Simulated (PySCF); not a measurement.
1,2,3,4-tetrahydronaphthalene: 4 charge schemes on one density

1,2,3,4-tetrahydronaphthalene, C10H12.
Z-matrix (Å and degrees, GFN2-xTB geometry), rows numbered from 1:
```
C 
C   1  1.3849
C   2  1.3812  1  119.56
C   3  1.3907  2  121.27  1    -0.11
C   4  1.3925  3  119.17  2     0.21
C   1  1.3813  2  119.56  3     0.02
C   5  1.5053  4  121.75  3  -178.77
C   7  1.5242  5  112.40  4   -18.46
C   8  1.5232  7  109.30  5    49.32
C   4  1.5050  3  119.10  2   178.86
H   1  1.0803  2  120.32  3  -179.98
H   2  1.0802  1  120.34  3  -179.93
H   3  1.0814  2  119.76  1   179.94
H   6  1.0815  1  119.83  2   179.94
H   7  1.0959  5  108.26  4   102.16
H   7  1.0929  5  109.47  4  -141.42
H   8  1.0917  7  109.87  5   170.80
H   8  1.0921  7  109.76  5   -70.58
H   9  1.0923  8  109.29  7    54.31
H   9  1.0919  8  110.61  7   173.09
H  10  1.0958  4  108.30  3   -76.18
H  10  1.0930  4  109.44  3    40.24
```

Density: PBE0/pcSseg-1 (PySCF); schemes: Mulliken, IAO, Hirshfeld and ESP-fitted. Isolated species at its GFN2-xTB geometry (one conformer only).

Q: What partial charge does each atom carry?

A: In e; atoms taken as equivalent share a row and are averaged (×n: the atom named and its like, n in all):

```csv
atom,environment,Mulliken,IAO,Hirshfeld,ESP-fitted
C1/C2,aromatic CH carbon,-0.059,-0.157,-0.057,-0.155
C3/C6,aromatic CH carbon,-0.054,-0.158,-0.056,-0.262
C4/C5,substituted aromatic carbon,-0.214,-0.007,+0.001,+0.112
C7/C10,benzylic-type carbon,-0.103,-0.263,-0.070,-0.181
C8/C9,ring CH2 carbon,-0.209,-0.254,-0.068,-0.039
H11/H12,aromatic hydrogen,+0.083,+0.150,+0.047,+0.148
H13/H14,aromatic hydrogen,+0.058,+0.143,+0.046,+0.156
H15/H16/H21/H22,methylene hydrogen,+0.133,+0.141,+0.040,+0.075
H17/H18/H19/H20,methylene hydrogen,+0.116,+0.132,+0.038,+0.035
```

Mean size of the charges over all atoms: IAO 0.153 e, Mulliken 0.116 e, ESP-fitted 0.116 e, Hirshfeld 0.046 e. Each set sums to the total charge, 0, to within 0.001 e. The IAO scheme counts the electrons in orthogonalised intrinsic atomic orbitals, a minimal basis polarised so that it spans the occupied orbitals exactly. The Hirshfeld scheme divides the density at each point in proportion to the densities of the neutral, spherically averaged free atoms.

Lowest charge. The schemes don't all agree: Mulliken C4/C5 (-0.214); IAO C7/C10 (-0.263); Hirshfeld C7/C10 (-0.070); ESP-fitted C3/C6 (-0.262).

Highest charge. The schemes don't all agree: Mulliken H15/H16/H21/H22 (+0.133); IAO H11/H12 (+0.150); Hirshfeld H11/H12 (+0.047); ESP-fitted H13/H14 (+0.156).

Q: How many electrons does the IAO scheme count on C1?

A: Its own charge is -0.157 e, so Z − q = 6.157.

Q: Sum the charges by element.

A: 
```
element  atoms  Mulliken     IAO  Hirshfeld  ESP-fitted
      C     10    -1.281  -1.678     -0.499      -1.049
      H     12    +1.281  +1.678     +0.499      +1.049
```
